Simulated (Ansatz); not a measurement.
`C=COBC` → `BCC(C)=O`  (isomerisation)

Calculated with Ansatz (gas phase, PBE0-D4/def2-TZVP geometries, no zero-point term in ΔE). CBS: MP2 limit from def2 TZ/QZ plus the TZ coupled-cluster correction, frozen cores. Functionals use def2-TZVPP. B3LYP here is the variant with VWN-RPA as its local correlation; programs differ in this. One conformer a species, not always the lowest.

```tsv
level	ΔE (kcal/mol)	difference from CCSD(T)/CBS
PBE-D4	24.1	-1.5
r2SCAN-D4	24.5	-1.1
PBE0-D4	24.0	-1.6
B3LYP-D4	25.7	0.1
ωB97X-V	22.7	-2.9
ωB97M-V	24.9	-0.7
B2PLYP	25.2	-0.4
PBE	24.1	-1.5
r2SCAN	24.5	-1.1
PBE0	23.9	-1.7
B3LYP	25.7	0.1
HF/def2-TZVPP	22.6	-3.0
MP2/def2-TZVPP	24.7	-0.9
SCS-MP2/def2-TZVPP	24.1	-1.5
CCSD/def2-TZVPP	24.9	-0.7
CCSD(T)/def2-TZVPP	25.2	-0.4
HF/def2-QZVPP	22.7	-2.9
MP2/def2-QZVPP	25.0	-0.6
SCS-MP2/def2-QZVPP	24.4	-1.2
HF/CBS(def2)	22.7	-2.9
MP2/CBS(def2)	25.1	-0.5
CCSD/CBS(def2)	25.3	-0.3
CCSD(T)/CBS	25.6	0
```

Largest T1 diagnostic among the species: 0.014.

In def2-TZVPP, CCSD(T) changes the Hartree–Fock value by +2.5 kcal/mol (the triples alone add +0.3 kcal/mol) and MP2 by +2.1 kcal/mol.
